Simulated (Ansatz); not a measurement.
`ClC(Cl)(Br)Br` + H₂ → `ClC(Br)Br` + HCl at 700 K and 1 bar (hydrogenolysis of a C–Cl bond).

Program: Ansatz. Geometries: PBE0-D4/def2-TZVP. ΔE: electronic, gas phase. CCSD(T)/CBS adds triple-zeta CCSD(T) − MP2 to the extrapolated MP2 energy (def2 sets, frozen cores). This one scheme is used for every species. For Br outer-core shells are correlated without core-valence functions, which leaves a few kJ/mol of doubt a bond. Scalar relativity is left out up to krypton.

```
        species  CCSD(T)/CBS energy (Eh)  H − E (kJ/mol)  S (J/(mol·K))
`ClC(Cl)(Br)Br`              -6104.21183            79.7          430.0
             H₂                 -1.17544            46.8          155.3
    `ClC(Br)Br`              -5645.05041            97.4          396.3
            HCl               -460.38127            38.4          211.8
```

H − E and S are ideal-gas, rigid-rotor, harmonic terms from PBE0-D4/def2-TZVP. The MP2-based limit puts H₂ 0.8 mEh under its directly extrapolated value; such offsets cancel only in part. 1 Eh = 2625.50 kJ/mol, R = 8.31446 J/(mol·K).

Q: By hand: ΔE, ΔH, ΔS and ΔG.

A: ΔE = (-5645.05041) + (-460.38127) − (-6104.21183) − (-1.17544) = -0.04441 Eh = -116.6 kJ/mol. Δ(H − E) = 97.4 + 38.4 − 79.7 − 46.8 = 9.3, so ΔH = -107.3 kJ/mol. ΔS = 396.3 + 211.8 − 430.0 − 155.3 = 22.8 J/(mol·K). ΔG = -107.3 − 700 × (22.8)/1000 = -123.3 kJ/mol.

Q: By hand: the equilibrium constant, and the temperature at which ΔG would vanish if ΔH and ΔS stayed fixed.

A: log₁₀ K = −ΔG/(RT ln 10) = 9.2. ΔH and −TΔS have one sign here, so there is no such temperature.

ΔH outweighs TΔS. A doubt of 5 kJ/mol in ΔE shifts log₁₀ K by 0.4 here. These are equilibria of isolated gas molecules and say nothing of rates. Largest T1 diagnostic: 0.008 (customary marks: 0.02 for closed shells, 0.045 for open ones).
